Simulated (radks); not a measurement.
Rh36+, 9 electrons, occupied as [He] 2s2 2p5 (the NIST ground configuration). Calculated with a radial shooting solver on a logarithmic mesh with Libxc functionals: scalar-relativistic Kohn-Sham, SCAN, spin-polarised, spherical densities, finite nucleus; open shells are filled with parallel spins first (spin-orbit coupling, left out, can overturn this in heavy ions); meta-GGA in the generalised Kohn-Sham scheme; Fermi nuclear charge, rms radius 4.4945 fm.

Normalised radial functions P(r) = r R(r), r in bohr:

```
   r/bohr * 1s up, o 1s down, + 2p up (the largest magnitude, 4.96, reaches the edge; | marks zero, & curves that meet)
 0.001637 +           &
 0.002183 +              &
 0.002911 +                  &
 0.003883 +                       &
 0.005179 |+                            &
 0.006908 |+                                  &
 0.009213 | +                                        &
  0.01229 |  +                                             &
  0.01639 |    +                                               &
  0.02186 |       +                                              &
  0.02892 |            +                                      &
  0.03858 |                 +                          &
  0.05145 |                       +        &
  0.06862 |                   &        +
  0.09153 |         &                    +
   0.1221 |  &                         +
   0.1628 |&                    +
   0.2172 &            +
   0.2896 &    +
   0.3863 &+
```

1s up: eigenvalue -25434 eV, 0 radial nodes, <r> = 0.0326 bohr, 90 % of the charge inside 0.0584 bohr. 1s down: eigenvalue -25423 eV, 0 radial nodes, <r> = 0.0326 bohr, 90 % of the charge inside 0.0584 bohr. 2p up: eigenvalue -5185.5 eV, 0 radial nodes, <r> = 0.119 bohr, 90 % of the charge inside 0.193 bohr.
